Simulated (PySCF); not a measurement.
Bonds (- single, = double, # triple, : aromatic): C1-Si2 1.889 Å, Si2-C3 1.889 Å, C3-C4 1.534 Å, C4-F5 1.377 Å, C4-Si2 1.898 Å. C1 carries H6, H7, H8; Si2 carries H9; C3 carries H10, H11; C4 carries H12. Stereochemistry as in C[Si@@H]1C[C@H]1F. H10 is cis to C1 on the ring; H11 is trans to C1 on the ring.

PySCF 2.14 calculation with geometry: GFN2-xTB and σ from GIAO-PBE0/pcSseg-1; one conformer, relativity neglected, averaged over atoms made equivalent by symmetry, fast rotation or ring inversion, isolated molecule.

Question: List the cross peaks expected in HSQC, COSY and HMBC spectra.

Answer: 

HSQC (one-bond C–H):
```tsv
δH	δC
5.30 (H12)	79.4 (C4)
1.01 (H11)	7.6 (C3)
0.98 (H10)	7.6 (C3)
0.15 (H6/H7/H8)	-8.0 (C1)
```

COSY cross peaks (H two or three bonds apart, from the bond graph; peaks can be absent where the dihedral angle is near 90°):
```tsv
δH	δH
5.30 (H12)	3.45 (H9)
5.30 (H12)	1.01 (H11)
5.30 (H12)	0.98 (H10)
3.45 (H9)	1.01 (H11)
3.45 (H9)	0.98 (H10)
3.45 (H9)	0.15 (H6/H7/H8)
1.01 (H11)	0.98 (H10)
```

HMBC (two and three bonds, from the bond graph):
```tsv
δH	δC
5.30 (H12)	7.6 (C3), -8.0 (C1)
3.45 (H9)	79.4 (C4), 7.6 (C3), -8.0 (C1)
1.01 (H11)	79.4 (C4), -8.0 (C1)
0.98 (H10)	79.4 (C4), -8.0 (C1)
0.15 (H6/H7/H8)	79.4 (C4), 7.6 (C3)
```

References, each an isolated molecule treated in the same way: 1H and 13C vs TMS.

Shifts are as computed. Against solution values, carbons near 30 ppm lie about +3 ppm off and those near 130 ppm about +5 ppm. Of 1211 compounds with measured shifts, 218 miss one by over three times the rms of a fit or turn the order of signals round; such compounds aren't used in these exercises.
